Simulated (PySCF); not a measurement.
BrCl, charge +1, doublet, geometry from GFN2-xTB (a state made from the parent by changing its charge; the spin is typed, not shown lowest).

The PySCF input:
```python
from pyscf import gto, scf, dft

mol = gto.Mole()
mol.atom = '''
    Cl   -0.000000   -0.000000   -1.393529
    Br    0.000000    0.000000    0.676857
'''
mol.basis = 'aug-cc-pvdz'
mol.charge = 1
mol.spin = 1
mol.verbose = 4
mol.build()

mf = dft.UKS(mol)
mf.xc = 'r2scan'
mf.kernel()
```

Question: Predict the Mulliken (on the basis functions themselves) charges in atom order from R2SCAN/aug-cc-pVDZ run with PySCF.

Answer: Cl1 0.20, Br2 0.80

Question: Give the total energy at the level R2SCAN/aug-cc-pVDZ.

Answer: -3033.8605 Eh

Question: Predict the <S^2> from R2SCAN/aug-cc-pVDZ.

Answer: 0.753

Question: Predict the number of basis functions from R2SCAN/aug-cc-pVDZ.

Answer: 63

Question: Estimate the HOMO energy that R2SCAN/aug-cc-pVDZ returns for this input.

Answer: -14.71 eV

Question: What is the computed nuclear repulsion energy (R2SCAN/aug-cc-pVDZ)?

Answer: 152.0781 Eh

These values belong to the state on which the SCF converged, which isn't shown to be the lowest.
